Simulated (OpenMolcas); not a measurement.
**Rh2+: the spin-orbit constant, worked from levels**

```yaml
Program: OpenMolcas
Basis: ANO-RCC-VTZP [7s6p4d2f1g]
Scalar_Hamiltonian: DKH2, point nucleus
Active_space: 7 electrons in 6 orbitals (4d 5s)
State_averaging: 2S+1 = 6 even, 6 roots (5 in the spin-orbit step); 2S+1 = 4 even, 60 roots; 2S+1 = 2 even, 110 roots
Spin-orbit_coupling: state interaction with AMFI integrals over the reference wave functions, term energies averaged over their components
```

Methods: CASSCF; MS-CASPT2, IPEA 0.25 Eh, imaginary shift 0.1 Eh (closed shells correlated: 4s 4p). Measured levels: the list in Shadmi, J. Res. Natl. Bur. Stand. 70A, 435 (1966).

**The spin-orbit constant.** For the Hund term 4F of d7, E(J) = (A/2) J(J+1) + constant and ζ = -2S·A = -3A. From J = 3/2 to J = 9/2 the energy changes by 10.5 A.

```tsv
Source	E(9/2) - E(3/2)	A	ζ
CASSCF	-4537.0	-432.1	1296
MS-CASPT2	-4491.2	-427.7	1283
measured	-4322.0	-411.6	1235
```

All in cm-1. MS-CASPT2 is off by +3.9 % and CASSCF by +5.0 %. Both methods take the spin-orbit matrix elements from the reference wave functions, so the second can move ζ only through the term energies and any multistate remixing. Second-order mixing with other terms is absorbed into this ζ.

CASPT2 breaks the degeneracy within a term, and the mean is taken; among the terms shown or strongly mixed into the levels shown the widest spread is 1500 cm-1 (4d7 4F, MS-CASPT2). Some high roots are left out of the spin-orbit mixing, which shifts the levels that they would mix with. Without dynamic correlation excited terms often stand tens of per cent too high (terms of higher spin than the ground term too low), and those without a measured partner can miss by more than the paired ones (holds for CASSCF). Blocks of more than 70 roots (2S+1 = 2 even) ran without multistate coupling (holds for MS-CASPT2). Computed and measured levels are paired by configuration, term and J; levels that our copy of the source lacks, or whose pairing is in doubt (as where it misses far off the trend of its configuration), stay unpaired and out of the deviations. Levels of configurations outside the active space are missing.
